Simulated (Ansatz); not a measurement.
Born–Oppenheimer molecular dynamics of F₂HOSi (5 atoms, charge 0, multiplicity 2). It starts from a relaxed structure.

Level of theory: Ansatz, UKS PBE0-D4/def2-SVP.

```json
{
  "ensemble": "NVT, Nosé–Hoover chain",
  "time step": "2 fs",
  "steps asked": "120",
  "set temperature": "200 K",
  "thermostat": "time constant 100 fs, chain length 5",
  "seed": "538161"
}
```

Frames 10 fs apart, positions in Å, forces in eV/Å.

Velocities at 80.0 fs (Å/ps):

```
O -3.04 4.53 2.24
Si 0.23 -0.02 1.81
F 3.27 -2.99 -3.85
F -1.30 -0.65 -1.34
H 4.69 -2.98 11.95
```

```xyz
5
Properties=species:S:1:pos:R:3:forces:R:3 time_fs=80.0 energy_less_start_eV=0.011 T=208
O -0.708 0.215 1.461 0.18 -0.01 -0.39
Si 0.037 0.008 -0.036 -0.37 0.42 0.43
F 0.819 -1.375 -0.068 0.36 -0.41 0.03
F -1.025 -0.095 -1.226 -0.16 0.06 -0.10
H 0.909 1.190 -0.197 0.00 -0.07 0.04
5
Properties=species:S:1:pos:R:3:forces:R:3 time_fs=90.0 energy_less_start_eV=0.045 T=141
O -0.732 0.259 1.468 0.23 -0.20 -0.54
Si 0.033 0.006 -0.013 -0.11 -0.89 -0.26
F 0.854 -1.404 -0.106 -0.54 0.91 0.22
F -1.035 -0.098 -1.235 0.51 0.21 0.68
H 0.960 1.156 -0.085 -0.10 -0.03 -0.10
5
Properties=species:S:1:pos:R:3:forces:R:3 time_fs=100.0 energy_less_start_eV=0.039 T=171
O -0.744 0.293 1.445 0.04 -0.28 -0.01
Si 0.024 -0.023 0.004 0.26 -0.23 -0.46
F 0.867 -1.395 -0.134 -0.37 0.35 0.34
F -1.024 -0.092 -1.214 0.07 0.07 0.20
H 0.952 1.122 -0.054 0.00 0.09 -0.06
5
Properties=species:S:1:pos:R:3:forces:R:3 time_fs=110.0 energy_less_start_eV=0.099 T=31
O -0.753 0.312 1.419 -0.01 -0.33 0.37
Si 0.022 -0.055 0.009 0.17 1.58 0.10
F 0.865 -1.372 -0.147 0.50 -1.14 0.26
F -1.011 -0.082 -1.184 -0.74 -0.13 -0.79
H 0.916 1.121 -0.076 0.08 0.02 0.05
5
Properties=species:S:1:pos:R:3:forces:R:3 time_fs=120.0 energy_less_start_eV=0.065 T=124
O -0.763 0.312 1.413 -0.03 -0.30 0.46
Si 0.029 -0.044 0.012 0.38 0.50 -0.62
F 0.881 -1.394 -0.146 -0.21 0.00 0.35
F -1.029 -0.078 -1.185 -0.15 -0.11 -0.21
H 0.936 1.129 -0.064 0.00 -0.09 0.02
5
Properties=species:S:1:pos:R:3:forces:R:3 time_fs=130.0 energy_less_start_eV=0.075 T=117
O -0.774 0.293 1.431 0.31 -0.34 -0.30
Si 0.046 -0.015 -0.003 -0.10 -0.82 -0.41
F 0.888 -1.419 -0.128 -0.82 1.09 0.30
F -1.055 -0.078 -1.198 0.65 0.05 0.54
H 0.998 1.112 -0.049 -0.04 0.03 -0.13
5
Properties=species:S:1:pos:R:3:forces:R:3 time_fs=140.0 energy_less_start_eV=0.030 T=252
O -0.767 0.252 1.434 0.52 -0.20 -0.68
Si 0.060 -0.006 -0.031 -0.62 -0.01 0.62
F 0.859 -1.398 -0.093 -0.13 0.06 0.07
F -1.055 -0.077 -1.188 0.26 0.05 0.07
H 1.018 1.104 -0.138 -0.03 0.10 -0.07
5
Properties=species:S:1:pos:R:3:forces:R:3 time_fs=150.0 energy_less_start_eV=0.053 T=223
O -0.731 0.197 1.403 -0.06 0.26 0.49
Si 0.059 0.004 -0.044 -0.02 0.83 0.16
F 0.822 -1.373 -0.053 0.66 -1.02 -0.08
F -1.043 -0.074 -1.176 -0.56 -0.08 -0.76
H 0.975 1.136 -0.283 -0.02 0.00 0.18
5
Properties=species:S:1:pos:R:3:forces:R:3 time_fs=160.0 energy_less_start_eV=0.066 T=208
O -0.696 0.154 1.399 -0.36 0.36 1.15
Si 0.055 0.036 -0.053 0.34 -0.56 -0.64
F 0.810 -1.387 -0.014 0.08 0.28 -0.17
F -1.053 -0.074 -1.197 -0.06 0.02 -0.42
H 0.929 1.202 -0.294 -0.01 -0.09 0.09
5
Properties=species:S:1:pos:R:3:forces:R:3 time_fs=170.0 energy_less_start_eV=0.092 T=157
O -0.676 0.131 1.451 0.22 0.22 -0.52
Si 0.058 0.051 -0.077 -0.80 -1.12 0.77
F 0.803 -1.392 0.017 -0.14 0.80 -0.38
F -1.066 -0.073 -1.239 0.65 0.15 0.33
H 0.911 1.235 -0.242 0.07 -0.05 -0.19
5
Properties=species:S:1:pos:R:3:forces:R:3 time_fs=180.0 energy_less_start_eV=0.077 T=205
O -0.645 0.120 1.482 0.15 0.18 -0.85
Si 0.037 0.035 -0.081 -0.72 0.15 0.78
F 0.792 -1.364 0.030 0.29 -0.36 -0.26
F -1.051 -0.065 -1.269 0.29 0.03 0.39
H 0.920 1.182 -0.331 0.00 0.01 -0.05
5
Properties=species:S:1:pos:R:3:forces:R:3 time_fs=190.0 energy_less_start_eV=0.124 T=93
O -0.608 0.120 1.471 -0.56 0.23 0.51
Si -0.004 0.021 -0.062 1.00 0.57 -0.71
F 0.794 -1.350 0.031 0.25 -0.74 -0.07
F -1.023 -0.056 -1.282 -0.61 -0.19 -0.03
H 0.908 1.115 -0.447 -0.07 0.12 0.30
```

Of the whole run (240 fs, mean temperature of the second half 199 K): The conserved energy stayed within 0.36 meV per atom of its start (net change 0.072 meV per atom), so the integration is sound. A step of 2 fs is long for free X–H stretches (periods near 10 fs) and can bias their spread and the temperature. A run of 0.24 ps of so small a system gives no equilibrium averages.

Time of the run: 8 min on 1 thread of Intel(R) Xeon(R) 6975P-C (Granite Rapids), with other jobs on the host, peak memory 0.24 GiB.
